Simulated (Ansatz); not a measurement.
`[OH][GeH]([Cl])[Br]` and `[OH][GeH]([PH2])[Br]` differ in one atom or group.

Ansatz, PBE0-D4/def2-TZVP geometries, multiplicity 1. Each molecule was computed in one conformer, which needn't be the lowest.

Scalar relativity is left out up to krypton. Spin–orbit coupling is left out; it splits and shifts lone-pair levels of the heavy atoms by tenths of an eV.

```csv
property,`[OH][GeH]([Cl])[Br]`
size of the dipole moment (B3LYP/def2-TZVPP) / D,0.52
LUMO energy (PBE/def2-TZVPP) / eV,-2.06
HOMO–LUMO gap (B3LYP/def2-TZVPP) / eV,7.05
HOMO energy (PBE/def2-TZVPP) / eV,-7.39
HOMO energy (B3LYP/def2-TZVPP) / eV,-8.47
HOMO–LUMO gap (ωB97M-V/def2-TZVPP) / eV,11.87
```

**Question.** Give the same properties after the change, and the shifts. (Best estimate.)

**Answer.** Computed: 
| property | `[OH][GeH]([PH2])[Br]` | shift |
| --- | --- | --- |
| size of the dipole moment (B3LYP/def2-TZVPP) / D | 2.01 | 1.49 |
| LUMO energy (PBE/def2-TZVPP) / eV | -1.61 | 0.45 |
| HOMO–LUMO gap (B3LYP/def2-TZVPP) / eV | 6.72 | -0.33 |
| HOMO energy (PBE/def2-TZVPP) / eV | -6.78 | 0.61 |
| HOMO energy (B3LYP/def2-TZVPP) / eV | -7.71 | 0.76 |
| HOMO–LUMO gap (ωB97M-V/def2-TZVPP) / eV | 11.19 | -0.68 |

With PBE0 the HOMO rises by 0.82 eV and the LUMO rises by 0.38 eV, so the gap narrows by about 0.44 eV. PBE moves the HOMO by 0.61 eV and ωB97M-V by 0.96 eV. The zero-point energy changes by 42.6 kJ/mol with +6 modes. Dipoles are sizes alone; their direction can turn.

Positive LUMOs are unbound, so they and the gaps depend on the basis.

B3LYP here is the variant with VWN-RPA as its local correlation; programs differ in this.
